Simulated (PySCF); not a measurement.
**Computed structure and properties of [Dy(CO)]2+**

System: [Dy(CO)]2+ (singlet in the valence; each metal's 4f electrons, 10 of them, lie in its core potential, out of spins and levels); start: template (C∞v). Method: PySCF 2.14.0, RKS PBE0, Dy lcecp-0-SVP with ECP56, C def2-SVP, O def2-SVP; non-relativistic Hamiltonian with scalar-relativistic core potentials where named; density fitting; no spin-orbit coupling.

Input of the relaxation:

```python
mol = gto.M(atom='''
Dy     0.00000     0.00000    -0.46186
C      0.00000     0.00000     2.04744
O      0.00000     0.00000     3.19744''',
    basis={'Dy': 'lcecp-0-SVP', 'C': 'def2-SVP', 'O': 'def2-SVP'},
    ecp={'Dy': 'lcecp-0-SVP'},
    charge=2, spin=0)
mf = dft.RKS(mol, xc='PBE0')
mf.grids.atom_grid = (50, 194)  # f atoms: unpruned, at least (60, 302)
mf = mf.density_fit()  # fitting sets: Dy AutoAux, C def2-universal-JKFIT, O def2-universal-JKFIT
mf.conv_tol = 1e-08; mf.max_cycle = 55
mf.kernel(dm0)  # dm0: converged density of the start geometry
# quasi-Newton relaxation in Cartesian coordinates to a largest gradient under 0.00045 Eh/bohr, steps kept in the point group
```

Run from Python with OMP_NUM_THREADS=2; the lines above give its settings. Where DIIS fails, smearing, a level shift and second-order steps follow.
It took 8.6 s on 2 threads of Arm Neoverse V2 (shared host), from the converged density of the start.

Course of the relaxation:

| step | energy above end (eV) | largest force component within the symmetry (eV/Å) |
| --- | --- | --- |
| 0 | 0.2714 | 6.078 |
| 1 | 0.2703 | 8.352 |
| 2 | 0.0560 | 0.847 |
| 3 | 0.0253 | 0.638 |
| 4 | 0.0018 | 0.150 |
| 5 | 0.0001 | 0.021 |
| 6 | 0.0000 | 0.002 |

Relaxed geometry (C∞v):

```xyz
3

Dy    0.0000    0.0000   -0.6456
C     0.0000    0.0000    2.1568
O     0.0000    0.0000    3.2718
```

```tsv
contact	Å
Dy1–C2 (CO)	2.802
```

On the finer grid (75, 302):

```
HOMO                                                          : not given (4f levels lie in the core)
LUMO                                                          : not given (4f levels lie in the core)
Dipole about the centre of mass                               : 2.13 D
Set of Mulliken populations of Dy1 outside the core potential : s 2.06, p 6.04, d 0.08, f 0.00
D3(BJ) dispersion energy (not in the energies)                : -0.059 eV
```

```tsv
atom	Mulliken (e)	Löwdin (e)	spin (e)
Dy1	1.82	1.66	0.00
C2	0.05	0.09	0.00
O3	0.13	0.25	0.00
```

The 4f levels lie in the core potential and are missing. Their spin isn't counted.

On the grid (50, 194), as all that follows. Harmonic modes: a minimum; lowest 181 cm⁻¹ (negative: unstable), highest 2389 cm⁻¹, zero-point energy 0.187 eV.

Taking off one CO (charge 0, singlet; the rest: singlet) in vacuum, both parts rigid, costs 1.11 eV; the small basis without counterpoise inflates it. Parting with an electron moved from the ligand to the metal can be far cheaper, even downhill.

Rigid scan of CO along the line from its metal:

```tsv
distance to C2 (Å)	energy (eV)
2.50	0.198
2.60	0.077
2.70	0.017
2.80	0.000
2.90	0.013
3.00	0.045
3.20	0.143
```

One start shape was tried, so this needn't be the lowest isomer.

An lcecp potential fixes the number of 4f electrons, so in runs with it no electron can move into or out of that shell; real Dy(II) is rare or takes another configuration.
